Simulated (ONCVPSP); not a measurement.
**arsenic: one change to an ONCV potential, before and after**

```
Element                 : As (Z = 33)
Generator               : ONCVPSP 4.0.1
Type                    : optimised norm-conserving Vanderbilt (ONCV)
Functional              : PBEsol
Relativity              : scalar-relativistic
Frozen core             : [Ne]
Valence charge          : 23
Reference configuration : 3s2 3p6 3d10 4s2 4p1 (charge +2)
Partial waves           : 3s+4s: rc 0.85 bohr, ncon 4, nbas 8, qcut 15.6 1/bohr, 2 projectors; 3p+4p: rc 1.00 bohr, ncon 4, nbas 9, qcut 12 1/bohr, 3 projectors, debl 1.9 Ha; 3d: rc 1.10 bohr, ncon 4, nbas 9, qcut 15.7 1/bohr, 3 projectors, debl 1.6 Ha
Local potential         : polynomial inside 0.80 bohr (lpopt 5, dvloc0 0 Ha)
Core correction         : none
```

In the d channel the program set the typed energies aside and used -2.277, 0.250, 1.850 Ha.

All-electron outer shells of the reference configuration (PBEsol, scalar-relativistic, ld1.x):

```tsv
shell	level (eV)	outermost node (bohr)	outermost maximum (bohr)
2s	-1507.04	0.06	0.17
2p	-1324.51	–	0.14
3s	-211.29	0.25	0.52
3p	-154.85	0.22	0.52
3d	-61.96	–	0.47
4s	-33.49	0.73	1.57
4p	-22.70	0.77	1.83
```

Change: all radii scaled by about 0.80 (s 0.68, p 0.80, d 0.88 bohr); local potential polynomial inside 0.64 bohr (lpopt 5, dvloc0 0 Ha).

Cutoffs: the cutoffs (Ha) at which the residual kinetic energy of the hardest occupied pseudo-wave falls to 1 and 0.1 mHa per electron; they do not see the model core or the augmentation charge, which bear on the density cutoff. Errors are all-electron minus pseudo energies relative to the spin-unpolarised reference configuration.

Question: What does the change do?

Answer: The potential gets harder (94 Ha and 105 Ha → 112 Ha and 159 Ha); of the 4 tests that both files solve, the error grows in 4 and shrinks in 0 by more than 15 % and 0.3 meV (median size 1.1 → 2.0 meV); neither file shows a bound ghost. A smaller radius makes the pseudo-wave follow the all-electron one further in, where it bends more sharply, so more plane waves are needed. That the errors move this way runs against the usual rule that smaller radii transfer better.

| quantity | base | changed |
| --- | --- | --- |
| cutoff, loose | 94 Ha | 112 Ha |
| cutoff, tight | 105 Ha | 159 Ha |
| loose cutoff by channel | s 88 Ha, p 59 Ha, d 94 Ha | s 105 Ha, p 62 Ha, d 112 Ha |
| bound ghosts | none | none |
| GHOST(+) flags under 300 eV | none | none |
| error for 3s2 3p6 3d10 4s2 4p3, meV [ΔE -27.10 eV] | +1.3 | +2.3 |
| error for 3s2 3p6 3d10 4s2 4p2, meV [ΔE -17.94 eV] | +0.9 | +1.6 |
| error for 3s2 3p6 3d10 4s2 4p0, meV [ΔE 27.72 eV] | -1.6 | -2.6 |
| error for 3s2 3p6 3d10 4s1 4p3, meV [ΔE -7.83 eV] | +0.1 | +1.3 |
